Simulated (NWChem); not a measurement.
System: C₅H₅N; SMILES C=C=C(C)C#N

Results from NWChem. Each level has its own optimisation; frequencies are unscaled. Brackets give each atom's bonded neighbours.

```csv
level,r C–C [C(CC)–C(CHH)] (Å),r C–H [C(CHH)–H(C)] (Å),r C–C [C(CC)–C(CCC)] (Å),r C–C [C(CCC)–C(CHHH)] (Å),highest harmonic frequency (cm⁻¹),lowest (cm⁻¹),zero-point energy (kcal/mol),dipole (D)
B3LYP/3-21G,1.300,1.088,1.316,1.529,?,?,?,?
Hartree-Fock/STO-3G,1.287,1.084,1.299,1.532,3771,151,61.5,3.49
PBE0/def2-SVP,1.303,1.096,1.321,1.509,3241,136,52.3,4.19
```

Task: Some entries are withheld; supply them.

Result: 
- B3LYP/3-21G, highest harmonic frequency (cm⁻¹): 3200
- B3LYP/3-21G, lowest (cm⁻¹): 144
- B3LYP/3-21G, zero-point energy (kcal/mol): 52.8
- B3LYP/3-21G, dipole (D): 3.98
